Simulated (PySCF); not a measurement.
This quartet lies 0.49 eV below the relaxed doublet at the level B3LYP-D3(BJ)/def2-TZVP // TPSS-D3(BJ)/def2-SVP (PySCF).

**[Ni(Cl)4]- (charge -1, multiplicity 4)**

These are TPSS-D3(BJ)/def2-TZVP // TPSS-D3(BJ)/def2-SVP (PySCF) values and carry that method's errors.

```
Quantity                                                                         Value
----------------------------------------------  --------------------------------------
highest occupied spin orbital                                                 -2.62 eV
charge on the central atom (Mulliken)                                           0.59 e
charge on the central atom (meta-Löwdin)                                        1.10 e
spin population on the central atom (Mulliken)                                    1.70
total energy                                                             -3349.5879 Ha
cost                                            about 15 core-minutes (a rough figure)
```

```xyz
5

Ni    -0.0084    -0.0135    -0.0186
Cl     0.2811    -1.7254     1.3299
Cl     1.9255     0.9606    -0.3994
Cl    -1.3848     1.4262     0.9122
Cl    -0.8573    -0.7185    -1.9202
```
Charge -1, spin multiplicity 4.
